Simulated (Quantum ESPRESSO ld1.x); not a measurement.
The numbers below are computed, except where a source is named.
Task: Species: the cobalt ion Co4+. Configuration: [Ar] 3d5 (the NIST ground configuration). Level of theory: non-relativistic Kohn-Sham, LDA (Slater exchange, VWN5 correlation), spin-polarised, spherical densities, point nucleus; open shells are filled with parallel spins first (ld1.x of Quantum ESPRESSO 7.5). Some entries of the table are withheld. Estimate them.

orbital  occ.  eigenvalue (hartree)  <r> (bohr)  r(max) (bohr)
1s up       1              -277.887     0.05700          0.038
1s down     1              -277.886     0.05700          0.038
2s up       1              -34.7417      0.2595          0.217
2s down     1              -34.6146      0.2590          0.217
2p up       3              -30.4966      0.2268          0.173
2p down     3              -30.4001      0.2262          0.173
3s up       1              -5.94788      0.7687          0.670
3s down     1              -5.71452      0.7735          0.676
3p up       3              -4.66670      0.7932          0.676
3p down     3              -4.43762      0.8007          0.676
3d up       5              -2.53027      0.8653          0.634
3d down     0              -2.30740      0.8922          0.639
4s up       0                   (1)       1.995           1.82
4s down     0                   (2)       2.053           1.87
4p up       0              -1.35122       2.209           2.01
4p down     0              -1.28900       2.287           2.07
4d up       0                   (3)       2.810           2.53
4d down     0                   (4)       2.945           2.68

Result: 
(1) 4s up eigenvalue (hartree): -1.67089
(2) 4s down eigenvalue (hartree): -1.59451
(3) 4d up eigenvalue (hartree): -0.88142
(4) 4d down eigenvalue (hartree): -0.84309
